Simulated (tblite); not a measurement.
`C/N=C/C(=C/[S-])C(=O)O` (charge -1). Structure optimised with GFN2-xTB, isolated species.

```
atom  x, y, z in Å
C1     2.7769   -0.4980   -0.4429
N2     1.5813    0.1058    0.0566
C3     0.4637   -0.2399   -0.4523
C4    -0.8123    0.2724   -0.0474
C5    -0.8722    1.2164    0.9762
S6    -2.1693    1.9949    1.6496
C7    -1.9425   -0.2595   -0.7603
O8    -1.8925   -1.0690   -1.6833
O9    -3.1595    0.1839   -0.3533
H10    3.4469    0.2849   -0.8124
H11    2.6019   -1.2251   -1.2552
H12    3.2887   -1.0081    0.3797
H13    0.4139   -0.9847   -1.2633
H14    0.1022    1.4771    1.3840
H15   -3.8319   -0.2431   -0.9034
```

What is the longest distance between nuclei?

H10···H15, 7.30 Å; the next longest distance is 7.28 Å.

Work out the bond lengths C1–H10, C1–H11, C3–C4, C3–H13, C4–C7, C5–S6, O9–H15 in bohr.

For C1–H10 the difference vector is (0.6700, 0.7829, -0.3696) Å, of length 1.0947 Å. 1 bohr = 0.529177 Å. C1–H10 2.069; C1–H11 2.087; C3–C4 2.709; C3–H13 2.083; C4–C7 2.718; C5–S6 3.129; O9–H15 1.829 bohr.

Give the dihedral angles H13–C3–C4–C7, C4–C7–O9–H15, C1–N2–C3–H13.

H13–C3–C4–C7 0° (synperiplanar); C4–C7–O9–H15 180° (antiperiplanar); C1–N2–C3–H13 0° (synperiplanar). Dihedral signs follow IUPAC: positive where, seen along the central bond, the front bond turns clockwise onto the rear one.

What are the angles H11–C1–H12, N2–C1–H12, C5–C4–C7, C3–C4–C5, C4–C5–S6?

From the scalar product of the two bond vectors; for H11–C1–H12 it is -0.3869 Å² over 1.1042 × 1.0948 Å², cos θ = -0.3200. H11–C1–H12 108.7°; N2–C1–H12 109.0°; C5–C4–C7 125.5°; C3–C4–C5 119.2°; C4–C5–S6 130.6°.

What is the repulsion energy of the bare nuclei, Σ ZA·ZB/RAB?

486.68 Eh over 105 pairs, with full nuclear charges and distances in bohr; the largest single term is 30.68 Eh (C5 with S6).

How far apart are these pairs, which share no bond: C3···H15, C4···O9, S6···H15, C7···H12, O9···H10, H10···H13, H11···H13?

C3···H15 4.319 Å (4 bonds apart); C4···O9 2.369 Å (2 bonds apart); S6···H15 3.780 Å (5 bonds apart); C7···H12 5.406 Å (5 bonds apart); O9···H10 6.623 Å (6 bonds apart); H10···H13 3.319 Å (4 bonds apart); H11···H13 2.201 Å (4 bonds apart).

Where is the centre of mass (commonest isotopes), and what is the radius of gyration?

Mass 144.012 u; centre at (-0.879, 0.384, 0.068) Å; Rg = √(Σ m r²/M) = 2.373 Å. As Ia + Ib + Ic = 2 Σ m r², the three principal moments sum to 1621.8 u·Å².

How far are the heavy atoms from their best plane (unweighted least squares)?

0.019 Å rms; C1 0.01, N2 0.00, C3 0.00, C4 0.00, C5 0.00, S6 0.02, C7 0.00, O8 0.03, O9 0.04 Å (magnitudes).

Write the matrix of distances between heavy atoms (Å, lower triangle).

```
C1    0.000
N2    1.429  0.000
C3    2.328  1.276  0.000
C4    3.692  2.402  1.433  0.000
C5    4.274  2.846  2.438  1.394  0.000
S6    5.921  4.491  4.043  2.773  1.656  0.000
C7    4.736  3.636  2.426  1.438  2.518  3.308  0.000
O8    4.865  4.059  2.785  2.375  3.652  4.536  1.229  0.000
O9    5.976  4.759  3.649  2.369  2.840  2.876  1.358  2.223  0.000
```

Its GFN2-xTB frequencies are all real (lowest 50 cm⁻¹).

One conformer stands for the species.

All values are computed, not measured.
